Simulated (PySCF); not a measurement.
## RbC from Hartree–Fock to correlated methods

State: ⁴Σ⁻ (quartet), unpaired electrons σ ↑, π ↑↑. Set-up: PySCF, scalar-relativistic core potentials, basis sets Rb def2-TZVPP with ECP28, C def2-TZVPP. De refers to Rb + C in their high-spin ground configurations, without counterpoise correction. The functionals are run spin-unrestricted. A positive dipole means Rb(−)C(+).

| Level | Re (Å) | ωe (cm⁻¹) | De (eV) | μ (D) | CPU s a point (SCF and correlation, without the integrals) |
| --- | --- | --- | --- | --- | --- |
| UHF | 2.758 | 317 | 1.36 | -10.92 | 0.37 |
| UHF-MP2 | 2.697 | 327 | 1.98 | n/a | 0.65 |
| UHF-SCS-MP2 | 2.702 | 327 | 1.75 | n/a | n/a |
| UHF-CCSD | 2.703 | 325 | 1.84 | n/a | n/a |
| UHF-CCSD(T) | 2.702 | 324 | 1.89 | n/a | 24 |
| PBE | 2.724 | 296 | 2.19 | -8.71 | 0.98 |
| BP86 | 2.726 | 296 | 2.12 | -8.96 | 0.48 |
| r²SCAN | 2.723 | 310 | 2.23 | -9.75 | 1.2 |
| TPSSh | 2.716 | 308 | 2.18 | -9.48 | 1.4 |
| PBE0 | 2.702 | 314 | 2.09 | -9.64 | 1.3 |
| M06-2X | 2.697 | 328 | 2.11 | -10.21 | 1.4 |
| LC-ωPBE | 2.700 | 324 | 2.23 | -10.40 | 0.91 |
| B2PLYP | 2.714 | 314 | 1.85 | -10.22 | 0.93 |

The bond length runs from 2.697 Å (UHF-MP2) to 2.758 Å (UHF). De spans 1.36 eV (UHF, mean field) to 2.23 eV (LC-ωPBE, range-separated hybrid). Correlation at CCSD(T) changes the Hartree–Fock bond energy by +0.53 eV; the triples alone change it by +0.05 eV.

Correlated steps freeze 1 core orbital. Spin–orbit coupling is left out. B2PLYP dipoles, levels and charges come from its SCF part alone. The state was picked by a PBE0 search and need not be the measured ground state.

The whole job (state search and all levels along the bond) took about 6 min on 1 thread of Arm Neoverse V2 (shared host), peak memory 1.6 GiB.
